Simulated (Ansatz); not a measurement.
Hf₂Se₄. Charge 0, multiplicity 1. Geometry PBE-D4/def2-SVP.

```xyz
6

Hf   -1.396    1.000   -0.108
Hf    1.392   -0.997    0.108
Se    2.634   -1.553   -1.823
Se    1.078    1.536    0.249
Se   -1.080   -1.533   -0.257
Se   -2.628    1.546    1.831
```

In the def2 sets Hf takes a core potential; there is no spin–orbit coupling. HSE06 is defined as in plane-wave codes, on full-range PBE exchange. The structure comes from a short search, and lower isomers may exist.

Task: Estimate the orbital energies around the gap (eV) in Ansatz with PBE-D4/def2-SVP, r2SCAN-D4/def2-TZVPD, PBE0-D4/def2-SVP, PBE0-D4/def2-TZVPD, HSE06-D4/def2-TZVP.

Result: 
```csv
orbital,PBE-D4/def2-SVP,r2SCAN-D4/def2-TZVPD,PBE0-D4/def2-SVP,PBE0-D4/def2-TZVPD,HSE06-D4/def2-TZVP
HOMO−9,-7.52,-7.89,-8.75,-8.73,-8.32
HOMO−8,-7.34,-7.63,-8.48,-8.47,-8.05
HOMO−7,-7.31,-7.61,-8.47,-8.42,-8.02
HOMO−6,-7.04,-7.33,-8.17,-8.15,-7.74
HOMO−5,-6.60,-6.86,-7.73,-7.70,-7.29
HOMO−4,-6.51,-6.77,-7.63,-7.60,-7.20
HOMO−3,-5.99,-6.25,-7.03,-7.02,-6.61
HOMO−2,-5.91,-6.15,-6.93,-6.91,-6.51
HOMO−1,-5.82,-6.08,-6.82,-6.81,-6.41
HOMO,-5.58,-5.83,-6.53,-6.53,-6.14
LUMO,-3.97,-3.83,-3.34,-3.35,-3.69
LUMO+1,-3.80,-3.65,-3.18,-3.20,-3.54
LUMO+2,-3.73,-3.59,-3.10,-3.11,-3.45
LUMO+3,-3.23,-3.18,-2.62,-2.63,-2.97
LUMO+4,-2.89,-2.83,-2.26,-2.26,-2.60
LUMO+5,-2.26,-2.28,-1.69,-1.77,-2.10
```
